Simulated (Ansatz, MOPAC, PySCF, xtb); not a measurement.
Bond stretch in trigermane, SMILES [GeH3][GeH2][GeH3] (H₈Ge₃). The Ge1–Ge8 bond (Ge1 also carries Ge, H, H; Ge8 carries H, H, H) is pulled apart rigidly from the PBE0/def2-SVP optimised geometry.

Levels of theory: RKS-LDA (SVWN5)/6-31G* = restricted LDA (SVWN5)/6-31G*, spherical d (PySCF); RKS-PBE = restricted PBE/cc-pVDZ in Ansatz (a program for electronic structure); UKS-BLYP = unrestricted BLYP/cc-pVDZ run with Ansatz; GFN1-xTB (xtb); PM6, restricted, heats of formation (MOPAC).

Energies are in kJ/mol, each relative to the lowest point of its own curve near equilibrium.

```json
[
 {"R / Å": "1.99", "RKS-LDA (SVWN5)/6-31G*": "141.8", "RKS-PBE": "167.4", "UKS-BLYP": "181.4", "GFN1-xTB": "193.6", "PM6": "…"},
 {"R / Å": "2.16", "RKS-LDA (SVWN5)/6-31G*": "37.8", "RKS-PBE": "51.6", "UKS-BLYP": "60.0", "GFN1-xTB": "36.8", "PM6": "72.6"},
 {"R / Å": "2.29", "RKS-LDA (SVWN5)/6-31G*": "6.2", "RKS-PBE": "12.9", "UKS-BLYP": "17.4", "GFN1-xTB": "3.6", "PM6": "19.4"},
 {"R / Å": "2.37", "RKS-LDA (SVWN5)/6-31G*": "0.0", "RKS-PBE": "…", "UKS-BLYP": "5.1", "GFN1-xTB": "0.0", "PM6": "4.5"},
 {"R / Å": "2.43", "RKS-LDA (SVWN5)/6-31G*": "0.0", "RKS-PBE": "0.0", "UKS-BLYP": "0.8", "GFN1-xTB": "2.2", "PM6": "0.0"},
 {"R / Å": "2.50", "RKS-LDA (SVWN5)/6-31G*": "4.0", "RKS-PBE": "1.0", "UKS-BLYP": "0.0", "GFN1-xTB": "8.3", "PM6": "…"},
 {"R / Å": "2.60", "RKS-LDA (SVWN5)/6-31G*": "…", "RKS-PBE": "8.3", "UKS-BLYP": "4.9", "GFN1-xTB": "21.4", "PM6": "9.8"},
 {"R / Å": "2.72", "RKS-LDA (SVWN5)/6-31G*": "34.2", "RKS-PBE": "23.3", "UKS-BLYP": "17.2", "GFN1-xTB": "41.2", "PM6": "29.9"},
 {"R / Å": "2.92", "RKS-LDA (SVWN5)/6-31G*": "73.0", "RKS-PBE": "…", "UKS-BLYP": "46.5", "GFN1-xTB": "77.8", "PM6": "75.8"},
 {"R / Å": "3.19", "RKS-LDA (SVWN5)/6-31G*": "128.7", "RKS-PBE": "107.2", "UKS-BLYP": "92.3", "GFN1-xTB": "125.5", "PM6": "145.5"},
 {"R / Å": "3.56", "RKS-LDA (SVWN5)/6-31G*": "198.1", "RKS-PBE": "171.6", "UKS-BLYP": "151.6", "GFN1-xTB": "178.2", "PM6": "…"},
 {"R / Å": "3.94", "RKS-LDA (SVWN5)/6-31G*": "254.7", "RKS-PBE": "224.9", "UKS-BLYP": "200.8", "GFN1-xTB": "217.0", "PM6": "302.8"},
 {"R / Å": "4.49", "RKS-LDA (SVWN5)/6-31G*": "311.5", "RKS-PBE": "279.0", "UKS-BLYP": "245.1", "GFN1-xTB": "254.2", "PM6": "367.5"},
 {"R / Å": "5.08", "RKS-LDA (SVWN5)/6-31G*": "347.4", "RKS-PBE": "314.2", "UKS-BLYP": "260.1", "GFN1-xTB": "279.0", "PM6": "406.0"},
 {"R / Å": "6.01", "RKS-LDA (SVWN5)/6-31G*": "374.0", "RKS-PBE": "340.8", "UKS-BLYP": "265.1", "GFN1-xTB": "299.9", "PM6": "437.9"},
 {"R / Å": "7.12", "RKS-LDA (SVWN5)/6-31G*": "384.5", "RKS-PBE": "351.4", "UKS-BLYP": "265.8", "GFN1-xTB": "308.4", "PM6": "459.4"}
]
```

Task: Some entries are withheld; supply them.

Result: 
- 1.99, PM6: 221.1
- 2.37, RKS-PBE: 2.7
- 2.50, PM6: 0.6
- 2.60, RKS-LDA (SVWN5)/6-31G*: 15.1
- 2.92, RKS-PBE: 56.7
- 3.56, PM6: 233.2

The restricted form behind RKS-LDA (SVWN5)/6-31G*, RKS-PBE, PM6 keeps the bonding electrons paired and can't separate into open-shell fragments. The unrestricted determinant behind UKS-BLYP is spin-contaminated at 4.49 to 7.12 Å (<S²> up to 1.0, against 0.00 for a pure singlet).
